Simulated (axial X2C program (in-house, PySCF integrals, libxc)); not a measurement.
## Worked dissociation energy of TiTe: CCSD(T), scalar-relativistic

All values were computed with an in-house relativistic program for diatomic molecules. Spin-free means the one-electron spin-free X2C Hamiltonian. Basis: Te dyall-cv3z [11s12p8d4f1g], Ti dyall-cv3z [10s10p6d4f2g] (cores contracted in-house); Gaussian nuclei, density fitting, unrestricted open shells. Masses: Te 129.906 u, Ti 47.948 u.

Molecular state: M_S = 1, Λ = 2 (beyond evenly filled blocks: σα, δ+α).

Correlated methods: 10 electrons correlated (number of frozen shells: Te 4 s, 3 p, 2 d; Ti 3 s, 2 p), 330 virtual spin orbitals or spinors in MP2, 110 natural virtuals in coupled cluster.

* E(Te) (2M_S = 2, M_L = 0): -6791.055824 hartree
* E(Ti) (2M_S = 2, M_L = 2): -852.815282 hartree
* E(TiTe) at Re: -7643.969944 hartree
* ωe: 348.0 cm⁻¹
* ωexe: 1.21 cm⁻¹

(1) Work out De and D0.

The state is a single determinant with fixed occupations, the lowest that a limited PBE0 search found. De is counted from the lowest determinant-based energies of the atoms at the same level, without counterpoise correction. CCSD and (T) use frozen natural virtuals with an MP2 correction for the truncation; (T) itself is uncorrected, so its De runs slightly low. The outer-core s and p shells of the metal are frozen in the correlated rows, which leaves out core–valence correlation; for alkali and alkaline-earth bonds that tends to lengthen them. The determinant is spin-polarised beyond a pure state at some levels (its spin-free form has ⟨S²⟩ too high), which makes Re and μ there less reliable. The T1 diagnostic is large, a sign of multireference character. With the outer-core shells frozen, correlated bond lengths of heavy atoms tend to come out a few hundredths of an ångström too long. Spin-free De lacks the spin–orbit lowering of the heavy p-block atom, a tenth of an eV or more for 4p and 5p, up to an eV for 6p and one to two eV for 7p atoms, less what an open-shell molecule gains itself.

Each atomic determinant is the lowest at this level and need not be a pure term. Totals compare only within one Hamiltonian and basis.

Results:

(1) De = -6791.055824 + (-852.815282) − (-7643.969944) = 0.09884 hartree = 2.690 eV. The zero-point energy is ωe/2 − ωexe/4 = 174 cm⁻¹ = 0.022 eV, so D0 = 2.668 eV.
